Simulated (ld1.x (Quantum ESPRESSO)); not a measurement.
# V (Z = 23), TM: configuration errors across variants

ld1.x (Quantum ESPRESSO) 7.5 input, shortened:

```
&input
   title='V', zed=23., rel=1, dft='PBE', iswitch=3,
   config='[Ar] 3d3 4s1 4p0'
 /
 &inputp
   pseudotype=2, tm=.true., lloc=-1, rcloc=1.45,
   nlcc=.false.
 /
3
4S  1  0   1.00   0.00  2.55  2.55  0.0
3P  2  1   6.00   0.00  1.50  1.50  0.0
3D  3  2   3.00   0.00  1.80  1.80  0.0
 &test
   configts(1)='3p6 3d3 4s1 4p0'
 /
```

All-electron excitation energies from the reference (eV): (1) 3p6 3d3 4s2 4p0 -7.735; (2) 3p6 3d3 4s0 4p0 14.296; (3) 3p6 3d2 4s0 4p0 43.194; (4) 3p6 3d3 4s0 4p1 4.105; (5) 3p6 3d2 4s2 4p0 3.240; (6) 3p6 3d3 4s0 4p2 -0.880; (7) 3p6 3d4 4s0 4p0 -0.538.

A true bound ghost makes a file unfit for plane-wave use even where its test errors are small: the radial tests pick states by their node count and pass the ghost by.

Errors AE − PS in meV (a dash: test not solved or not reliable):

| change | (1) | (2) | (3) | (4) | (5) | (6) | (7) | bound ghosts |
| --- | --- | --- | --- | --- | --- | --- | --- | --- |
| base | +1.1 | +5.4 | +134 | +2.7 | -66 | +6.5 | -49 | s |
| core correction a·sin(br)/r model core inside 0.60 bohr | -2.5 | -9.3 | +70 | +0.2 | -85 | +4.4 | -59 | s |
| core correction a·sin(br)/r model core inside 0.74 bohr | -2.5 | -9.4 | +70 | +0.3 | -86 | +4.4 | -60 | s |
| core correction a·sin(br)/r model core inside 0.92 bohr | -2.5 | -9.3 | +70 | +0.3 | -86 | +4.5 | -60 | s |
| core correction a·sin(br)/r model core inside 1.04 bohr | -2.5 | -9.3 | +70 | +0.3 | -86 | +4.5 | -60 | s |
| core correction a·sin(br)/r model core inside 1.16 bohr | -2.5 | -9.3 | +70 | +0.3 | -85 | +4.5 | -59 | s |
| core correction a·sin(br)/r model core inside 1.34 bohr | -2.4 | -9.2 | +72 | +0.4 | -83 | +4.6 | -59 | s |
| core correction a·sin(br)/r model core inside 1.48 bohr | -2.4 | -9.1 | +75 | +0.5 | -81 | +4.7 | -58 | s |
| core correction a·sin(br)/r model core inside 1.80 bohr | -2.1 | -7.8 | +90 | +0.9 | -75 | +5.1 | -55 | s |

Q: Give the same row for: core correction a·sin(br)/r model core inside 1.66 bohr.

A: -2.3, -8.6, +82, +0.7, -78, +4.9, -56; bound ghosts: s.
